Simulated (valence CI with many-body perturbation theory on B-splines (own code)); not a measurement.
Results of a calculation; reference values are marked as such.
O²⁺: magnetic and hyperfine properties of the levels

Method: relativistic CI+MBPT: four valence electrons over a frozen Dirac-Fock core [He], a basis of 11 s, 11 p, 9 d, 7 f, 5 g, 2 h, 1 i functions for each j, with the one-electron correlation potential Σ1, the two-electron term Σ2, the three-electron term Σ3, Breit, model QED; selected CI, second order for the rest, scaled by the run's own slope (own B-spline code, finite nucleus).

Set against measurement, 32 paired levels are off by 91 cm⁻¹ on average, the worst by 230. These come from a selection out of Moore, Selected Tables of Atomic Spectra, NSRDS-NBS 3, section 11. Levels without a partner in it may be off by more. Among the levels kept, up to 570 cm⁻¹ of a level comes from second order outside the variational space, and about a tenth of that is noise between levels of different J, which matters for small intervals.

A/g_I is the dipole constant over the nuclear g factor μ/I (μ in nuclear magnetons, uniformly magnetised nucleus), B/Q the quadrupole constant per barn. Both hold the static response of the core; the bare values leave it out. Large factors of s and p1/2 electrons are usually good to 5 to 10 %; those of open d and f shells near neutrality can be off by tens of per cent, and small factors of p3/2, d and f electrons come from cancelling terms and can be off by a factor of two or in sign, in half-filled shells by more. B is blank for J = 1/2, where it vanishes, and for nearly pure S terms. Energies count from the lowest level. Levels with J = 0 are left out.

Names give the largest LS component (configuration and term), which can be under half, so a name can repeat, a term be missing and a line seem to break the LS rules; names also repeat where a configuration has a term twice.

| Level | E (cm⁻¹) | g | A/g_I (MHz) | A/g_I bare | B/Q (MHz/b) | B/Q bare |
| --- | --- | --- | --- | --- | --- | --- |
| 2s2.2p2 3P_1 | 113 | 1.501 | -4.80 | 124 | 320 | 327 |
| 2s2.2p2 3P_2 | 306 | 1.501 | 428 | 545 | -642 | -656 |
| 2s2.2p2 1D_2 | 20351 | 1.000 | 669 | 669 | 1250 | 1280 |
| 2s.2p3 5S°_2 | 60207 | 2.002 | 1780 | 1850 |  |  |
| 2s.2p3 3D°_3 | 120057 | 1.334 | 1780 | 1720 | -47.2 | -49.5 |
| 2s.2p3 3D°_2 | 120089 | 1.167 | 1010 | 983 | -5.43 | -6.16 |
| 2s.2p3 3D°_1 | 120096 | 0.499 | -1380 | -1270 | -7.51 | -8.11 |
| 2s.2p3 3P°_2 | 142474 | 1.501 | 2120 | 2040 | 20.4 | 21.7 |
| 2s.2p3 3P°_1 | 142478 | 1.501 | 2540 | 2440 | -28.2 | -29.3 |
| 2s.2p3 1D°_2 | 187210 | 1.000 | 655 | 655 | -12.4 | -8.56 |
| 2s.2p3 3S°_1 | 197266 | 2.002 | -2180 | -1600 |  |  |
| 2s.2p3 1P°_1 | 210672 | 1.000 | 676 | 676 | 30.3 | 29.1 |
| 2s2.2p.3s 3P°_1 | 267300 | 1.500 | 1220 | 1240 | -365 | -373 |
| 2s2.2p.3s 3P°_2 | 267557 | 1.501 | 675 | 720 | 731 | 746 |
| 2s2.2p.3s 1P°_1 | 273036 | 1.000 | 720 | 729 | 718 | 733 |
| 2p4 3P_2 | 283846 | 1.501 | 213 | 412 | 536 | 547 |
| 2p4 3P_1 | 284062 | 1.501 | -180 | 31.0 | -267 | -273 |
| 2s2.2p.3p 1P_1 | 290881 | 0.999 | 489 | 487 | -423 | -432 |
| 2s2.2p.3p 3D_1 | 293795 | 0.500 | 953 | 864 | 289 | 295 |
| 2s2.2p.3p 3D_2 | 293934 | 1.167 | 492 | 515 | 408 | 416 |
| 2s2.2p.3p 3D_3 | 294149 | 1.334 | 246 | 301 | 847 | 864 |
| 2s2.2p.3p 3S_1 | 297486 | 2.001 | -2.87 | 159 |  |  |
| 2p4 1D_2 | 298411 | 1.000 | 648 | 648 | -1170 | -1190 |
| 2s2.2p.3p 3P_1 | 300219 | 1.502 | 89.0 | 175 | 220 | 224 |
| 2s2.2p.3p 3P_2 | 300349 | 1.501 | 332 | 408 | -410 | -418 |
| 2s2.2p.3p 1D_2 | 306538 | 1.000 | 439 | 440 | 832 | 849 |
| 2s2.2p.3d 3F°_2 | 324418 | 0.762 | 542 | 503 | 141 | 145 |
| 2s2.2p.3d 3F°_3 | 324617 | 1.084 | 294 | 302 | 511 | 522 |
| 2s2.2p.3d 1D°_2 | 324685 | 0.905 | 92.7 | 78.8 | -372 | -380 |
| 2s2.2p.3d 3F°_4 | 324791 | 1.250 | 159 | 195 | 745 | 762 |
| 2s2.2p.3d 3D°_1 | 327168 | 0.502 | -106 | -170 | -237 | -242 |
| 2s2.2p.3d 3D°_2 | 327218 | 1.168 | -0.00933 | 30.1 | -290 | -296 |
| 2s2.2p.3d 3D°_3 | 327290 | 1.333 | 144 | 192 | -685 | -699 |

Q: Take the isotope of mass number 17, with I = 5/2, μ = -1.89354 μN and Q = -0.0256 b. What is the hyperfine structure of 2s.2p3 3D°_2?

A: From the table A = -763 MHz, B = 0.139 MHz. Shifts from the centre of gravity in MHz: F = 1/2: 5340, F = 3/2: 4200, F = 5/2: 2290, F = 7/2: -382, F = 9/2: -3810.
